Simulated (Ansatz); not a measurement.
The cluster Pb2O4, relaxed as a singlet with RKS PBE-D4/def2-SVP in Ansatz, starting from the GFN1-xTB geometry. Force threshold 0.02 eV/Å.

In the def2 sets Pb takes a core potential; there is no spin–orbit coupling. The structure holds 2 bonds between oxygen atoms, so isomers without such links may lie far lower. At PBE-D4/def2-SVP a triplet of charge 0 lies 0.32 eV below the restricted singlet, each at its own geometry. The structure comes from a short search, and lower isomers may exist.

Start:

| atom | x (Å) | y (Å) | z (Å) |
| --- | --- | --- | --- |
| Pb1 | 0.538 | 0.636 | -1.554 |
| Pb2 | 0.318 | -1.529 | 1.085 |
| O3 | -0.923 | 0.509 | 0.819 |
| O4 | -1.201 | -0.412 | -0.254 |
| O5 | 1.559 | -0.835 | -0.406 |
| O6 | -0.291 | 1.631 | 0.310 |

| step | energy (eV) | largest force component (eV/Å) | SCF passes |
| --- | --- | --- | --- |
| 1 | -18669.8710 | 1.536 | 23 |
| 2 | -18669.9914 | 0.511 | 30 |
| 3 | -18670.0229 | 0.456 | 23 |
| 4 | -18670.0338 | 0.303 | 24 |
| 5 | -18670.0402 | 0.127 | 22 |
| 6 | -18670.0416 | 0.032 | 23 |
| 7 | -18670.0419 | 0.014 | 24 |

Force components are those of the run's own axes.

End:

```csv
atom,x (Å),y (Å),z (Å)
Pb1,0.581,0.645,-1.560
Pb2,0.326,-1.590,1.061
O3,-0.958,0.592,0.871
O4,-1.253,-0.446,-0.226
O5,1.635,-0.864,-0.427
O6,-0.331,1.664,0.280
```

By distances, no bond broke or formed. The bond that changes most is Pb2–O3, from 2.40 to 2.54 Å (atoms count from 1).

No frequencies were taken in this run, so the end may be a saddle point.

Hardware: 4 threads of Arm Neoverse V2 on a shared host. Wall time 6.5 s.
